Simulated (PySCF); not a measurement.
```xyz
5
charge 0 multiplicity 1, angstrom
I     0.0000    0.1118    0.2853
S     0.0000   -1.7838   -0.8048
F     1.9429    0.3542    0.2265
F     0.0000    1.5577   -0.9914
F    -1.9429    0.3542    0.2265
```

All numbers come from PBE0 in PySCF with I def2-SVP with ECP28, S def2-SVP, F def2-SVP; scalar-relativistic core potentials, no spin–orbit coupling; density-fitted integrals.

This geometry of ISF₃ is a stationary point at this level.

Question: What is the point group?

Answer: Cs.

Question: Is it a minimum?

Answer: Yes: all harmonic wavenumbers are real.

Question: What are the dipole moment and the gap between the highest occupied and lowest empty levels?

Answer: 2.44 D and 4.62 eV.

Question: What is the atomisation energy, with and without zero-point energy?

Answer: 833 kJ/mol without, 813 kJ/mol with.

Only a few start shapes were tried, so a lower isomer may exist.
